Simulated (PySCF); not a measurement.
PySCF input file for C3H5ClGeO, SMILES C=[C](Cl)[GeH2][CH]=O, PBE/pcSseg-1. Geometry: B3LYP-D3(BJ)/def2-SVP. The structure was generated by enumeration, and PubChem lists no compound with its InChIKey, so it may never have been made. The values are those of a single conformer.

```python
import numpy as np
from pyscf import gto, scf, dft
from pyscf.prop.nmr import rks as nmr

mol = gto.M(
    atom='''
    C    -2.40663099   -0.28443931   -0.61901464
    C    -1.30499332   -0.02930284    0.09087820
    Cl   -1.34679399    1.12946001    1.42347574
    Ge    0.48123339   -0.77495933   -0.21036036
    C     1.73993231    0.77065266   -0.51564963
    O     2.77883543    0.64049046   -1.10886064
    H    -3.36497575    0.19711617   -0.40321853
    H    -2.36735808   -0.99866305   -1.44625179
    H     0.46782731   -1.70122313   -1.43934522
    H     0.93285963   -1.53286049    1.05286530
    H     1.42714487    1.76812210   -0.09800434
    ''',
    basis='pcSseg-1',
    charge=0,
    spin=0,
    max_memory=1600,
    verbose=3,
)
mf = dft.RKS(mol, xc='pbe')
mf.grids.level = 3
mf.conv_tol = 1e-10
mf.max_cycle = 100
mf.kernel()
n = nmr.NMR(mf)
n.verbose = 2
n.max_cycle_cphf = 60
sigma = n.kernel()
print('atom   isotropic/ppm   span/ppm')
for i, s in enumerate(sigma):
    w = np.linalg.eigvalsh((s + s.T) / 2)
    print(f'{mol.atom_symbol(i):2s}{i + 1:3d} {w.mean():14.3f} {w[2] - w[0]:11.3f}')
```

It prints:

```
converged SCF energy = -2728.72263416133
atom   isotropic/ppm   span/ppm
C   1         46.270     204.918
C   2         24.722     174.924
Cl  3        613.698     563.592
Ge  4       1479.563     240.901
C   5        -55.961     223.530
O   6       -564.661    1888.940
H   7         24.864       8.814
H   8         25.157       8.461
H   9         26.823      16.495
H  10         26.498      15.474
H  11         18.835      11.498
```

Self-consistency was reached.

Cost: roughly 40 core-seconds.
